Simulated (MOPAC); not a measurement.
Input for MOPAC: PM3 on NaLi+, 2S+1 = 2, a spin state set in the input, which need not be the lowest, a point of a bond scan (R = 3.508 Å). Charge +1.

```
PM3 1SCF PRECISE CHARGE=1 UHF MS=0.5 THREADS=1
LiNa

Li     0.00000000 1     0.00000000 1     0.00000000 1
Na     0.00000000 1     0.00000000 1     3.50793000 1
```

It printed:

```
*******************************************************************************
 **                                                                           **
 **                              MOPAC v23.2.5                                **
 **                                                                           **
 *******************************************************************************
 ** MOPAC's Digital Object Identifier: https://doi.org/10.5281/zenodo.6511958 **
 **                                                                           **
 ** Please cite the open-source release paper for use of this MOPAC version:  **
 ** J. E. Moussa and J. J. P. Stewart (2026)                                  **
 ** MOPAC: An open-source semiempirical molecular orbital program             **
 ** J. Open Source Softw., 11(119), 8025, https://doi.org/10.21105/joss.08025 **
 *******************************************************************************

                              PM3 CALCULATION RESULTS

 *******************************************************************************
 *  PM3        - The PM3 Hamiltonian to be used
 *  UHF        - UNRESTRICTED HARTREE-FOCK CALCULATION
 *
 *
 *
 *                 CHARGE ON SYSTEM = +1
 *
 *
 *
 *  MS=        - IN MECI, MAGNETIC COMPONENT OF SPIN =  0.5
 *  PRECISE    - TIGHTER CRITERIA TO BE USED
 *  1SCF       - DO 1 SCF AND THEN STOP
 *  THREADS=1  - MULTI-THREADING NOT USED
 *  T=         - A TIME OF 172800.0 SECONDS REQUESTED
 *  DUMP=N     - RESTART FILE WRITTEN EVERY 7200.0 SECONDS REQUESTED
 *******************************************************************************
PM3 1SCF PRECISE CHARGE=1 UHF MS=0.5 THREADS=1
 LiNa

   ATOM   CHEMICAL          X               Y               Z
  NUMBER   SYMBOL      (ANGSTROMS)     (ANGSTROMS)     (ANGSTROMS)

     1      Li          0.00000000  *   0.00000000  *   0.00000000  *
     2      Na          0.00000000  *   0.00000000  *   3.50793000  *



          CARTESIAN COORDINATES

    NO.       ATOM           X           Y           Z

     1        Li          0.0000      0.0000      0.0000
     2        Na          0.0000      0.0000      3.5079

 Li: (PM3): E. ANDERS, R. KOCH, P. FREUNSCHT, J. COMP. CHEM 14 1301-1312  1993
 Na: (PM3): J. J. P. STEWART, J. MOL. MOD., 10, 155-164 (2004)

           Empirical Formula: Li Na  =     2 atoms



      MOLECULAR POINT GROUP   :   C*v


          UHF CALCULATION, NO. OF ALPHA ELECTRONS =    1
                           NO. OF BETA  ELECTRONS =    0

 -------------------------------------------------------------------------------
 PM3 1SCF PRECISE CHARGE=1 UHF MS=0.5 THREADS=1
 LiNa



     1SCF WAS SPECIFIED, SO BFGS WAS NOT USED
     SCF FIELD WAS ACHIEVED


                              PM3 CALCULATION
                                                       MOPAC v23.2.5 Linux




          FINAL HEAT OF FORMATION =        166.72248 KCAL/MOL =     697.56684 KJ/MOL


          COSMO AREA              =        124.00 SQUARE ANGSTROMS
          COSMO VOLUME            =        116.37 CUBIC ANGSTROMS

          IONIZATION POTENTIAL    =          9.221437 EV
          ALPHA SOMO LUMO (EV)    =         -9.221 -4.341
          NO. OF ALPHA ELECTRONS  =          1
          NO. OF BETA  ELECTRONS  =          0
          MOLECULAR WEIGHT        =         29.9298         POINT GROUP:  C*v

          MOLECULAR DIMENSIONS (Angstroms)

            Atom       Atom       Distance
           Na     2   Li     1     3.50793
           Na     2   Li     1     0.00000
           Li     1   Na     2     0.00000


          SCF CALCULATIONS        =          1





   ATOM   CHEMICAL          X               Y               Z
  NUMBER   SYMBOL      (ANGSTROMS)     (ANGSTROMS)     (ANGSTROMS)

     1      Li          0.00000000  *   0.00000000  *   0.00000000  *
     2      Na          0.00000000  *   0.00000000  *   3.50793000  *

                             CARTESIAN COORDINATES

   1   Li        0.000000000     0.000000000     0.000000000
   2   Na        0.000000000     0.000000000     3.507930000


           Empirical Formula: Li Na  =     2 atoms



      MOLECULAR POINT GROUP   :   C*v


          ALPHA EIGENVALUES
  -9.22144  -4.34081  -3.65243  -3.65243  -3.32132  -2.10187  -2.10187  -1.20444


           BETA EIGENVALUES
  -5.10282  -3.64067  -3.50464  -3.50464  -3.38783  -2.05499  -2.05499  -1.52476


              NET ATOMIC CHARGES AND DIPOLE CONTRIBUTIONS

  ATOM NO.   TYPE          CHARGE      No. of ELECS.   s-Pop       p-Pop
    1         Li           0.246656        0.7533     0.63688     0.11646
    2         Na           0.753344        0.2467     0.09639     0.15026
 DIPOLE           X         Y         Z       TOTAL
 POINT-CHG.     0.000     0.000    -0.249     0.249
 HYBRID         0.000     0.000    -2.565     2.565
 SUM            0.000     0.000    -2.815     2.815


          ATOMIC ORBITAL ELECTRON POPULATIONS

     Atom    s        px        py        pz
    1 Li   0.63688   0.00000   0.00000   0.11646
    2 Na   0.09639   0.00000   0.00000   0.15026


                    (SZ)    =    0.500000
                    (S**2)  =    0.750000


          ATOMIC ORBITAL SPIN POPULATIONS

    Atom   Total    s     px     py     pz
         Atomic
    1 Li  0.7533  0.637  0.000  0.000  0.116
    2 Na  0.2467  0.096  0.000  0.000  0.150

 **********************
 *                    *
 * JOB ENDED NORMALLY *
 *                    *
 **********************




 == MOPAC DONE ==
```

The run finished.

Cost: roughly 0.03 core-seconds.
